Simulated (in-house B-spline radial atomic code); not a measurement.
OLYP excitations of Ca2+

Method: OLYP. Computed with a B-spline radial code for spherical atoms: linear response of the closed shell [Ne] 3s2 3p6 with the functional's adiabatic kernel; non-relativistic, point nucleus, no spin-orbit coupling, no double excitations, S, P, D and F terms only. Only terms of natural parity with L up to 3 were computed.

Command:
```bash
python run_td.py task.json out
```
Settings (radii: box in bohr, nucleus in fm):
```
Z                        20
electrons                18
configuration            [Ne] 3s2 3p6
hamiltonian              nr
method                   optx,lyp
box_radius               29.48
intervals                54
```

Cost of the run: 0.6 s on 1 thread of Arm Neoverse N1, on a shared host.

The lowest states, in the order of their Tamm-Dancoff energies; the method's threshold (minus the highest occupied level) is 43.19 eV. Labels give the largest channel, * marks a mixed state, and oscillator strengths are full-response dipole values. Semilocal kernels can invert the small singlet-triplet splittings of Rydberg terms. Energies in eV:

```tsv
state	full response	Tamm-Dancoff	oscillator strength
3p → 3d 3P	?	?	-
3p → 3d 3F	25.350	25.466	-
3p → 3d 1F	27.472	27.488	-
3p → 4s 3P	27.760	27.777	-
3p → 4s 1P	28.173	28.188	0.351
3p → 4p 3S	31.42	31.45	-
3p → 4p 3D	31.54	31.55	-
3p → 4p 1D	31.79	31.80	-
3p → 4p 1S	33.26	33.41	-
3p → 3d 1P	33.21	33.87	2.96
3p → 4d 3P	36.82	36.84	-
3p → 4d 3F	36.89	36.90	-
3p → 4d 1F	37.12	37.13	-
3p → 5s 3P	37.17	37.18	-
3p → 5s 1P	?	?	?
3p → 5p 3S	38.23	38.24	-
3p → 5p 3D	38.27	38.27	-
3p → 5p 1D	38.33	38.33	-
3p → 5p 1S	38.68	38.72	-
3p → 4d 1P	38.48	38.77	0.722
```

**Question.** Where does 3p → 5s 1P lie?

**Answer.** At 37.27 eV in full response, 37.27 eV in Tamm-Dancoff, oscillator strength 0.0998.

**Question.** Where does 3p → 3d 3P lie?

**Answer.** At 24.903 eV in full response, 25.022 eV in Tamm-Dancoff.

**Question.** How large is the singlet-triplet splitting of 3p → 3d (F terms) in Tamm-Dancoff?

**Answer.** 2.02 eV, from the unrounded values.

**Question.** What polarisabilities and dispersion coefficient does the method give?

**Answer.** Dipole 3.309 bohr³, quadrupole 7.446 bohr⁵, C6 10.93 hartree·bohr⁶ for two such species.
